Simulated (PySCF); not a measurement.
This PySCF input asks for the NMR shieldings of SMILES [AlH-]1([F])[Cl+][Al-]([CH3])([CH3])[Cl+]1, C2H7Al2Cl2F; the geometry comes from GFN2-xTB.

```python
import basis_set_exchange as bse
import numpy as np
from pyscf import gto, dft
from pyscf.prop import nmr

atoms = """
C    -2.073729    1.065169   -0.202626
Al   -0.537522   -0.181813   -0.055611
C    -0.183119   -2.133813    0.031833
Cl    1.029147    0.590415   -1.500597
Al    2.334087    1.072605    0.167299
F     2.865147    2.634579    0.181535
Cl    0.753096    0.670015    1.599152
H    -1.935643    1.874034   -0.929917
H    -2.315491    1.551885    0.749610
H    -2.980134    0.533532   -0.505349
H     0.885536   -2.367480    0.133422
H    -0.531748   -2.672276   -0.854882
H    -0.682009   -2.609587    0.882097
H     3.371704   -0.027737    0.281867
"""
names = dict.fromkeys(["C", "Al", "Cl", "F", "H"], "pcSseg-1")
basis = {el: gto.basis.parse(bse.get_basis(n, elements=[el], fmt="nwchem")) for el, n in names.items()}
mol = gto.M(atom=atoms, basis=basis, charge=0, verbose=0)
mf = dft.RKS(mol, xc="PBE0")
mf.grids.level = 2
mf.grids.alignment = dft.numint.BLKSIZE   # the property module wants whole blocks of grid points
mf.conv_tol = 1e-9
mf.kernel()

calc = nmr.RKS(mf)   # GIAO
C = mf.mo_coeff
Co = C[:, mf.mo_occ > 0]
resp = mf.gen_response(singlet=True, hermi=2)
def vind(x):   # induced exchange potential for any number of trial vectors
    d = np.einsum("pi,xij,qj->xpq", C, 2 * x.reshape(-1, C.shape[1], Co.shape[1]), Co, optimize=True)
    return np.einsum("xpq,pi,qj->xij", resp(d - d.transpose(0, 2, 1)), C, Co, optimize=True).ravel()
mo1, _ = nmr.rhf.solve_mo1(calc, with_cphf=vind)
sigma = calc.kernel(mo1)
for i, s in enumerate(sigma):   # ppm
    w = np.linalg.eigvalsh((s + s.T) / 2)
    print("%2d %-2s iso %8.1f  s11 %8.1f  s22 %8.1f  s33 %8.1f" % (i, mol.atom_pure_symbol(i), w.mean(), *w))
```

Q: What does it print?

A: 
```
 0 C  iso    191.2  s11    181.4  s22    191.0  s33    201.2
 1 Al iso    392.3  s11    300.4  s22    319.4  s33    557.0
 2 C  iso    189.9  s11    182.0  s22    190.6  s33    197.0
 3 Cl iso    873.8  s11    807.1  s22    889.2  s33    925.2
 4 Al iso    464.2  s11    413.6  s22    450.7  s33    528.3
 5 F  iso    340.0  s11    276.5  s22    327.3  s33    416.1
 6 Cl iso    875.0  s11    806.7  s22    889.5  s33    928.9
 7 H  iso     31.4  s11     26.3  s22     29.9  s33     37.8
 8 H  iso     31.5  s11     26.6  s22     29.6  s33     38.4
 9 H  iso     31.8  s11     26.9  s22     28.4  s33     40.0
10 H  iso     31.5  s11     26.6  s22     30.6  s33     37.3
11 H  iso     31.6  s11     27.1  s22     28.3  s33     39.6
12 H  iso     31.7  s11     27.1  s22     28.3  s33     39.5
13 H  iso     27.7  s11     23.6  s22     25.1  s33     34.3
```

These numbers come from an equivalent density-fitted implementation of the same equations, which agrees with the script to about 0.01 ppm for H and up to a few tenths of a ppm for heavy atoms, so last digits may differ.

Size and cost of the density-fitted run: 182 basis functions, 25 s wall time on 1 thread of an Arm Neoverse V2, shared host; peak memory 0.88 GiB.
